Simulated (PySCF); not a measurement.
# The first ionisation energy along group 12

All values are computed (PySCF 2.14, energy differences of UHF-based or UKS calculations, no spin-orbit coupling). Values in eV. The last column holds reference values (NIST; (s) semi-empirical, (t) theoretical, else measured). Unmarked ones compare directly (S terms, centres of terms, or small fine structure); those marked * lie between the lowest fine-structure levels and include a spin-orbit shift.

| element | configurations | UHF | PBE | PBE0 | r2SCAN | CCSD (valence) | M06-L | reference |
| --- | --- | --- | --- | --- | --- | --- | --- | --- |
| Zn (aug-cc-pVDZ-PP with ECP10MDF, ECP) | [Ar] 3d10 4s2 → [Ar] 3d10 4s1 | 7.873 | 9.701 | 9.386 | 9.562 | 9.213 | 9.599 | 9.394 |
| Cd (aug-cc-pVDZ-PP with ECP28MDF, ECP) | [Kr] 4d10 5s2 → [Kr] 4d10 5s1 | 7.401 | 9.209 | 8.913 | 9.046 | 8.759 | 9.020 | 8.994 |
| Hg (aug-cc-pVDZ-PP with ECP60MDF, ECP) | [Xe] 4f14 5d10 6s2 → [Xe] 4f14 5d10 6s1 | 8.541 | 10.514 | 10.216 | 10.416 | 10.113 | 10.158 | 10.438 |

```
        method  elements  mean error (eV)  mean absolute error (eV)  largest error (eV)
           UHF         3           -1.670                     1.670              -1.896
           PBE         3            0.199                     0.199               0.307
          PBE0         3           -0.103                     0.103              -0.222
        r2SCAN         3            0.066                     0.081               0.168
CCSD (valence)         3           -0.247                     0.247              -0.325
         M06-L         3           -0.016                     0.170              -0.280
```

Errors include the incompleteness of the basis and the frozen core.

"Valence" correlates the outer s and p shells and, in groups 3 to 12 and the f block, the outer d or f shell, open or full, or the next shell where the ion has no valence electron left; the wider scheme adds the next inner shell.
